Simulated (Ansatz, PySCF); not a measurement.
Al(Me)(F) (CH3AlF), SMILES [CH3][Al+][F], charge +1. Atoms are numbered in the order given.

```xyz
6

Al     0.0000     0.0000     0.1209
C      0.0000     0.0000    -1.7808
H      0.8943    -0.5163    -2.1394
H      0.0000     1.0326    -2.1394
H     -0.8943    -0.5163    -2.1394
F      0.0000     0.0000     1.7257
```
Charge +1, spin multiplicity 1.

Coordinates come from a ωB97X-D3(BJ)/def2-TZVP optimisation. The spin state was assumed, not searched. The isomer is the one that the SMILES or the coordinates give; other isomers of the formula were not compared.

Vertical ionisation energy (IE) and electron affinity (EA) in eV. Rows of orbital energies are one-electron estimates. Where ΔSCF, EOM or ADC give a negative EA the extra electron is unbound and the value depends on the basis.

```csv
level,IE,EA
"−ε(HOMO), −ε(LUMO), M06-2X/def2-TZVPD (PySCF)",17.44,7.52
"−ε(HOMO), −ε(LUMO), PBE/def2-TZVPD (PySCF)",14.90,8.96
ADC(2)/aug-cc-pVDZ (PySCF),18.47,5.79
"ΔSCF, PBE0/def2-TZVPD (Ansatz), final states of multiplicity 2 and 2",18.76,6.14
"ΔSCF, PBE/def2-TZVPD (Ansatz), final states of multiplicity 2 and 2",?,?
```

Q: Complete the blanks. (Estimate from the structure and the level; the computed values follow.)

A: 
- ΔSCF, PBE/def2-TZVPD (Ansatz, an electronic-structure program), final states of multiplicity 2 and 2, IE: 18.64
- ΔSCF, PBE/def2-TZVPD (Ansatz), final states of multiplicity 2 and 2, EA: 6.19

Q: What vertical singlet–triplet gap does ΔSCF give with PBE0/def2-TZVPD (Ansatz) and with PBE/def2-TZVPD (Ansatz)? (Estimate from the structure and the level; the computed values follow.)

A: 5.56 and 5.43 eV (triplet above singlet where positive).

Q: Beyond the first one, list the lowest photoelectron lines from PySCF 2.14.0 with ADC(2)/aug-cc-pVDZ with their pole strengths (two spins summed). (Estimate from the structure and the level; the computed values follow.)

A: 19.86 eV (1.74), 19.86 eV (1.74), 20.18 eV (1.79), 20.18 eV (1.79), 21.52 eV (1.75).
